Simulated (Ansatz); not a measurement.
CO2Zn. Charge 0, multiplicity 1. For Zn the d shell is correlated and the shells below it are frozen. Scalar relativity is left out up to krypton. The bonds changed during the relaxation, so this is another structure than the one it started from.

```xyz
4

O    -0.9171   -1.1294   -0.2797
C    -0.8938    0.0264   -0.2364
O    -0.8721    1.1823   -0.1934
Zn    2.6829   -0.0793    0.7095
```

(1) Give the diagnostics of a CCSD(T)/def2-TZVPP run (frozen core, Ansatz 0.2.0). (Estimate.)

Answers

(1) The calculation gave: T1 = 0.0174, largest single amplitude 0.040, largest double 0.082, (T) share of the correlation energy 3.9 %, 10 CCSD cycles. The RHF solution is stable towards an unrestricted one. T1 lies under the customary mark of 0.02 for closed shells.
